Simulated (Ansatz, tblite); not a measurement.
Isomers of Si$_{8}$P⁻ (singlet), found by a short tight-binding search and relaxed with r2SCAN-D4/def2-SVPD in Ansatz.

The xTB rows come from tblite. B3LYP takes the VWN-RPA correlation. Correlated methods freeze 45 core orbitals.

Run but left out: HF/STO-3G, PBE-QIDH/def2-TZVPD (A: restricted singlet, unstable in another Hartree–Fock run and untested here); HF/def2-SVPD (A: restricted singlet, unstable towards broken spin symmetry).

A: The restricted singlet is unstable towards broken spin symmetry in Hartree–Fock (as tested in another run); at PBE-D4/def2-TZVPD, r2SCAN-D4/def2-TZVPD, B3LYP-D4/def2-TZVPD, PBE0-D4/def2-TZVPD and others this wasn't settled. At CCSD(T)/def2-SVPD T1 of the charge -1 singlet is large (up to 0.027), so the single-reference result is doubtful. At CCSD(T)/def2-SVPD the restricted singlet (for correlated methods, its reference) is unstable: a solution with broken spin symmetry lies lower. B: The restricted singlet is unstable towards broken spin symmetry in Hartree–Fock (as tested in another run); at PBE-D4/def2-TZVPD, r2SCAN-D4/def2-TZVPD, B3LYP-D4/def2-TZVPD, PBE0-D4/def2-TZVPD and others this wasn't settled. At CCSD(T)/def2-SVPD T1 of the charge -1 singlet is large (up to 0.029), so the single-reference result is doubtful. At CCSD(T)/def2-SVPD the restricted singlet (for correlated methods, its reference) is unstable: a solution with broken spin symmetry lies lower.

Other spin states weren't relaxed.

A:

Cartesian coordinates in Å:
```
P -1.319 0.133 2.140
Si 1.531 -1.521 0.036
Si 0.125 0.936 -3.199
Si -0.904 -1.622 0.614
Si 2.986 -0.193 1.397
Si -0.174 -0.320 -1.345
Si -2.176 0.511 -0.016
Si -0.915 1.961 -1.392
Si 0.847 0.114 1.767
```

B:

```xyz
9

P    -1.4943   -1.2753    1.0012
Si    1.5963    0.0711   -0.6596
Si   -0.0540    1.9934   -0.6118
Si    0.0698    0.0429   -2.4352
Si   -0.7902    0.9017    1.5435
Si    1.5855    1.2507    1.3632
Si   -0.0327   -1.9205   -0.8002
Si   -1.7492    0.1382   -0.8604
Si    0.8688   -1.2023    1.4593
```

Estimate which lies lowest at each level, and how far above it the others are (kJ/mol).


```
                level      A    B
             GFN2-xTB    0.0  9.9
    PBE-D4/def2-TZVPD  219.0  0.0
 r2SCAN-D4/def2-TZVPD  204.1  0.0
  B3LYP-D4/def2-TZVPD  173.1  0.0
   PBE0-D4/def2-TZVPD  228.4  0.0
r2SCAN0-D4/def2-TZVPD  220.4  0.0
    RPA@PBE/def2-SVPD  183.3  0.0
        MP2/def2-SVPD  269.1  0.0
       CCSD/def2-SVPD  184.7  0.0
    CCSD(T)/def2-SVPD  197.9  0.0
```
Point groups (tolerance 0.1 Å): A not assigned, B Cs. Lower isomers may exist.
